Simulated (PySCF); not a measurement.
SrH2 at several levels of theory

All levels use the PBE0 minimum (singlet; Sr–H 2.153 Å (×2); H–Sr–H 125.9°), basis [Sr x2c-TZVPall, H x2c-TZVPall], spin-free X2C, density fitting, no spin–orbit coupling, PySCF. For vertical energies the ionised species is a doublet (spins chosen at PBE0 and kept) and the electron-attached one a doublet. Open shells are unrestricted.

```tsv
level	vertical IP (eV)	vertical EA (eV)	−ε(HOMO) (eV)	gap (eV)	dipole (D)
PBE0	?	?	?	?	?
HF	7.03	0.39	8.07	7.83	6.73
PBE	7.32	0.60	4.40	2.14	5.70
B3LYP	7.53	0.63	5.30	3.34	5.98
r2SCAN	7.30	0.59	4.52	2.88	6.13
TPSSh	?	?	?	?	?
BHandHLYP	7.56	0.52	6.46	5.15	6.29
TPSS	7.33	0.53	4.51	2.43	5.97
```

(1) Fill in the row of PBE0.

(2) Fill in the row of TPSSh.

## Answers

(1) vertical IP (eV) 7.48, vertical EA (eV) 0.61, −ε(HOMO) (eV) 5.43, gap (eV) 3.77, dipole (D) 6.05.

(2) vertical IP (eV) 7.39, vertical EA (eV) 0.53, −ε(HOMO) (eV) 4.92, gap (eV) 3.06, dipole (D) 6.08.

Spin contamination in at least one species weakens the values at: HF.

Without diffuse functions attachment energies tend to come out too low.
